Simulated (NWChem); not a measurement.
System meant: CrNH2SOCl; SMILES [NH2][Cr](=[O])(=[S])[Cl]

Input file for NWChem:

```
start job
memory heap 200 mb stack 900 mb global 1100 mb
geometry units angstroms noautoz
  Cr    -0.292955     0.090559     0.065825
  O     -1.100733     0.115994     1.358168
  S      1.016835     1.565333     0.001498
  Cl     0.737565    -1.782728    -0.083963
  N     -1.404749     0.271650    -1.279331
  H     -2.399928     0.091237    -1.164382
  H     -1.173136     0.705004    -2.169582
end
basis spherical
  * library def2-svp
end
dft
  xc pbe0
  iterations 4
  mulliken
end
task dft energy
```

End of the output:

```
    Atom       Charge   Shell Charges
 -----------   ------   -------------------------------------------------------
    1 Cr  24    24.96   2.00  2.00  1.91  0.31  0.11  5.99  5.86  1.20  3.59  1.97  0.03
    2 O    8     8.24   1.98  0.99  0.68  2.77  1.79  0.03
    3 S   16    14.88   2.00  1.96  0.97  0.72  5.78  1.47  1.93  0.05
    4 Cl  17    16.96   2.00  1.96  1.04  0.78  5.82  2.26  3.08  0.02
    5 N    7     7.16   1.97  0.73  0.43  2.32  1.69  0.03
    6 H    1     0.90   0.58  0.19  0.13
    7 H    1     0.90   0.58  0.19  0.13

 center of mass
 --------------
 x =   0.04002588 y =  -0.02965271 z =   0.04177402

 moments of inertia (a.u.)
 ------------------
         895.245073774301           0.000000000000           0.000000000000
           0.000000000000         604.935204754857          -0.000000000000
           0.000000000000          -0.000000000000        1080.695814858916

     Multipole analysis of the density
     ---------------------------------

     L   x y z        total         alpha         beta         nuclear
     -   - - -        -----         -----         ----         -------
     0   0 0 0     -0.000000    -37.000000    -37.000000     74.000000

     1   1 0 0      2.120378      1.060189      1.060189     -0.000000
     1   0 1 0      2.977210      1.488605      1.488605     -0.000000
     1   0 0 1     -1.537698     -0.768849     -0.768849      0.000000

     2   2 0 0    -31.420450   -120.773257   -120.773257    210.126064
     2   1 1 0      5.504190      2.961219      2.961219     -0.418248
     2   1 0 1      3.474798     -2.936745     -2.936745      9.348287
     2   0 2 0    -32.200759   -185.156378   -185.156378    338.111996
     2   0 1 1     -2.368744      0.597649      0.597649     -3.564042
     2   0 0 2    -38.298182    -76.290506    -76.290506    114.282831

 ------------------------------------------------------------------------
 dft energy failed                                                                                  0
 ------------------------------------------------------------------------
 ------------------------------------------------------------------------
  current input line :
    20: task dft energy
 ------------------------------------------------------------------------
 ------------------------------------------------------------------------
 This type of error is most commonly associated with calculations not reaching convergence criteria
 ------------------------------------------------------------------------
 For more information see the NWChem manual at https://nwchemgit.github.io

0:dft energy failed:Received an Error in Communication
```

**Question.** Can this run be used? If not, why, and what is the fix?

**Answer.** The run did not converge; its last values are not results. Cause: the SCF was allowed too few iterations. This input runs:
```
start job
memory heap 200 mb stack 900 mb global 1100 mb
geometry units angstroms noautoz
  Cr    -0.292955     0.090559     0.065825
  O     -1.100733     0.115994     1.358168
  S      1.016835     1.565333     0.001498
  Cl     0.737565    -1.782728    -0.083963
  N     -1.404749     0.271650    -1.279331
  H     -2.399928     0.091237    -1.164382
  H     -1.173136     0.705004    -2.169582
end
basis spherical
  * library def2-svp
end
dft
  xc pbe0
  iterations 150
  mulliken
end
task dft energy
```
It converges to -2032.93898 Ha (PBE0/def2-SVP).
